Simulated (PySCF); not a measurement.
# Finite-field polarisability of Cr (chromium, neutral)

[Ar] 3d5 4s1, high-spin 7S determinant. All numbers are calculated (PySCF 2.14, the non-relativistic Hamiltonian (point nucleus), in aug-cc-pVDZ). Frozen: [Ar]. Energy changes in a uniform field (μhartree):

| axis | F (au) | HF | MP2 | CCSD | CCSD(T) |
| --- | --- | --- | --- | --- | --- |
| x | 0.0013 | -94.186 | -77.349 | -81.170 | -81.062 |
| x | 0.0026 | -377.027 | -309.571 | -324.858 | -324.418 |

Task: Derive α along x at CCSD(T) from the two fields.

Result: With ΔE = −αF²/2 − γF⁴/24, α = −(16 ΔE(F) − ΔE(2F))/(6F²) = 95.91 bohr³.

Task: And the mean polarisability at each level?

Result: HF 111.4, MP2 91.52, CCSD 96.04, CCSD(T) 95.91 bohr³. Reference: 83 ± 12 bohr³ (recommended; Schwerdtfeger and Nagle, table of static dipole polarizabilities (2023 update)).

A double-zeta set is small for polarisabilities.
